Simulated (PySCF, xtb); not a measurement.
H3IOSiZn, SMILES [I][Zn][O][SiH3]. Other conformers were not sampled.

Harmonic wavenumbers (cm⁻¹) from xtb with GFN2-xTB at its own minimum, in rising order: 23, 29, 71, 79, 212, 389, 597, 603, 760, 780, 825, 977, 2198, 2214, 2240.

**Question.** What does PBE-D3(BJ)/def2-SVP (PySCF) give at its own minimum? (An estimate is asked for; the answer gives what the named calculation found.)

**Answer.** 36, 49, 103, 131, 232, 520, 696, 710, 907, 917, 972, 977, 2123, 2126, 2167. Paired by order, the mean absolute difference is 76 cm⁻¹ and the zero-point energies are 17.2 and 18.1 kcal/mol.
